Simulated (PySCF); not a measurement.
C2H5BF2O, SMILES O[C@@H](C)B(F)F.

Coordinates come from a r2SCAN-D4/def2-SVP optimisation. The structure was generated by enumeration; whether it is a known compound was not checked. The values are those of a single conformer.

Computed with PySCF with TDA-LC-ωPBE/def2-SVPD.

Vertical excitations. The molecule is in vacuum.

```
state  energy (eV)  λ (nm)      f                                                                    main pairs
-----  -----------  ------  -----  ----------------------------------------------------------------------------
S1            7.53     165  0.008                            HOMO→LUMO 63 %, HOMO→LUMO+2 14 %, HOMO→LUMO+1 13 %
S2            8.12     153  0.018      HOMO→LUMO+2 30 %, HOMO−1→LUMO+1 19 %, HOMO−1→LUMO 15 %, HOMO→LUMO+1 14 %
S3            8.34     149  0.038      HOMO→LUMO+2 25 %, HOMO−1→LUMO+1 19 %, HOMO→LUMO+1 16 %, HOMO−1→LUMO 15 %
S4            8.95     139  0.004                                          HOMO−1→LUMO 42 %, HOMO−1→LUMO+2 24 %
S5            9.17     135  0.033           HOMO→LUMO+1 29 %, HOMO→LUMO 14 %, HOMO→LUMO+4 13 %, HOMO→LUMO+2 8 %
S6            9.75     127  0.067           HOMO→LUMO+4 34 %, HOMO→LUMO+3 24 %, HOMO→LUMO+2 11 %, HOMO→LUMO 8 %
S7            9.80     127  0.009       HOMO→LUMO+3 28 %, HOMO−1→LUMO+1 9 %, HOMO−2→LUMO 9 %, HOMO−1→LUMO+2 9 %
S8            9.88     126  0.038     HOMO→LUMO+4 22 %, HOMO−1→LUMO+1 18 %, HOMO−1→LUMO+2 13 %, HOMO→LUMO+6 8 %
S9           10.13     122  0.016   HOMO−2→LUMO+1 18 %, HOMO−2→LUMO 15 %, HOMO−4→LUMO+1 13 %, HOMO−4→LUMO+2 8 %
S10          10.35     120  0.011  HOMO−4→LUMO+1 24 %, HOMO−2→LUMO 17 %, HOMO−4→LUMO+2 11 %, HOMO−4→LUMO+3 10 %
T1            7.09     175      0          HOMO→LUMO 45 %, HOMO→LUMO+1 14 %, HOMO−1→LUMO+1 7 %, HOMO→LUMO+2 7 %
T2            7.29     170      0        HOMO−1→LUMO+1 25 %, HOMO→LUMO+2 19 %, HOMO−1→LUMO 14 %, HOMO→LUMO 10 %
T3            7.93     156      0                          HOMO→LUMO+2 42 %, HOMO→LUMO+1 27 %, HOMO→LUMO+3 10 %
T4            8.55     145      0                                          HOMO−1→LUMO 42 %, HOMO−1→LUMO+2 25 %
```
Triplets are in the Tamm–Dancoff approximation.
